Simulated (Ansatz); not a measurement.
Input file for CH5AgO2, SMILES `C[O][Ag-][OH2+]`:

```yaml
crystal:
  periodic: [false, false, false]
  atoms:
    - {symbol: C, position_ang: [-0.398115, 2.077543, 0.198206]}
    - {symbol: O, position_ang: [-1.060224, 0.863281, 0.302789]}
    - {symbol: Ag, position_ang: [-0.074038, -0.831898, -0.020956]}
    - {symbol: O, position_ang: [0.859859, -2.797983, -0.344738]}
    - {symbol: H, position_ang: [0.011979, 2.277944, -0.806825]}
    - {symbol: H, position_ang: [-1.108744, 2.892034, 0.413185]}
    - {symbol: H, position_ang: [0.436277, 2.194752, 0.911288]}
    - {symbol: H, position_ang: [0.845174, -3.376460, 0.423442]}
    - {symbol: H, position_ang: [0.487851, -3.299224, -1.076382]}
basis:
  gaussian: {orbitals: def2-SVP}
correlation: {method: ccsd_t}
```

```sh
$ ansatz run in.yaml --threads 4 --pin off --events-out ev --progress --plain
```

Log, shortened:

```
Functional definition: HF
992 factors; integrals over basis functions are off by at most 1.1e-3 eV
mean field evaluation 1: about -9149.4614 eV, gradient 4.5e1 eV
mean field evaluation 2: about -9149.6838 eV, gradient 4.5e1 eV
mean field evaluation 4: about -9154.0006 eV, gradient 4.4e0 eV
mean field evaluation 8: about -9154.0692 eV, gradient 4.9e-1 eV
mean field -9154.07030844 eV, -336.4058789835 hartree, gradient 3.2e-6 eV, S^2 0.000000; 0 other end points of the search recorded, 0 dependent functions left out
3 core orbitals not correlated: weight in the atoms' cores, before any rotation towards them, 1.000 or more for the frozen orbitals, at most 0.000 for the correlated occupied ones
reference -9154.07030844 eV, -336.4058789835 hartree; 20, 20 occupied and 75, 75 virtual orbitals, 992 factors
second order -24.12925728 eV of doubles, -0.00000000 eV of singles
cycle   1  -23.69234593 eV  change    4.4e-1 eV  update   1.5e-1
cycle   2  -24.27703908 eV  change   -5.8e-1 eV  update   4.9e-2
cycle   3  -24.45613714 eV  change   -1.8e-1 eV  update   3.9e-2
cycle   4  -24.47680952 eV  change   -2.1e-2 eV  update   1.8e-2
cycle   5  -24.45423953 eV  change    2.3e-2 eV  update   9.9e-3
cycle   6  -24.45722449 eV  change   -3.0e-3 eV  update   3.8e-3
cycle   7  -24.45960783 eV  change   -2.4e-3 eV  update   1.5e-3
cycle   8  -24.45875076 eV  change    8.6e-4 eV  update   6.6e-4
cycle   9  -24.45843303 eV  change    3.2e-4 eV  update   3.5e-4
cycle  10  -24.45899979 eV  change   -5.7e-4 eV  update   1.7e-4
cycle  11  -24.45883277 eV  change    1.7e-4 eV  update   7.9e-5
cycle  12  -24.45876046 eV  change    7.2e-5 eV  update   3.6e-5
cycle  13  -24.45879852 eV  change   -3.8e-5 eV  update   1.3e-5
perturbative correction -0.63895505 eV, -0.0234811649 hartree
Total energy: -9179.16806201 eV, -337.3282044151 hartree
```

It took 10 s on 4 threads of a server CPU on a shared host, with 0.52 GiB of host memory at the peak.

The correlation energy is -25.098 eV, 2.5 % of it from (T); the T1 diagnostic reads 0.0221.
